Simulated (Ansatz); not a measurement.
Start from `O[BH][SbH2]` and change one atom or group to get `OBS`.

Ansatz, PBE0-D4/def2-TZVP geometries, multiplicity 1. Each molecule was computed in one conformer, which needn't be the lowest.

Elements past krypton have def2 core potentials.  Spin–orbit coupling is left out; it splits and shifts lone-pair levels of the heavy atoms by tenths of an eV.

```tsv
property	`O[BH][SbH2]`
HOMO–LUMO gap (B3LYP/def2-TZVPP) / eV	5.65
size of the dipole moment (PBE/def2-TZVPP) / D	1.06
ideal-gas entropy at 298 K and 1 bar (rigid rotor, harmonic PBE0-D4/def2-TZVP) / J/(mol·K)	310
HOMO energy (PBE0/def2-TZVPP) / eV	-6.95
LUMO energy (ωB97M-V/def2-TZVPP) / eV	1.00
HOMO–LUMO gap (ωB97M-V/def2-TZVPP) / eV	10.00
```

(1) What does the change do to each property? (Best estimate.)

Answers

(1) The calculation gave: 
```
                                                                                  property  `OBS`  shift
                                                     HOMO–LUMO gap (B3LYP/def2-TZVPP) / eV   7.37   1.72
                                            size of the dipole moment (PBE/def2-TZVPP) / D   0.75  -0.31
ideal-gas entropy at 298 K and 1 bar (rigid rotor, harmonic PBE0-D4/def2-TZVP) / J/(mol·K)    272    -38
                                                        HOMO energy (PBE0/def2-TZVPP) / eV  -7.90  -0.95
                                                     LUMO energy (ωB97M-V/def2-TZVPP) / eV   1.81   0.81
                                                   HOMO–LUMO gap (ωB97M-V/def2-TZVPP) / eV  11.90   1.90
```

With PBE0 the HOMO falls by 0.95 eV and the LUMO rises by 0.86 eV, so the gap widens by about 1.81 eV. PBE moves the HOMO by -0.77 eV and ωB97M-V by -1.09 eV. The zero-point energy changes by -9.2 kJ/mol with -3 modes. Dipoles are sizes alone; their direction can turn.

B3LYP here is the variant with VWN-RPA as its local correlation; programs differ in this.
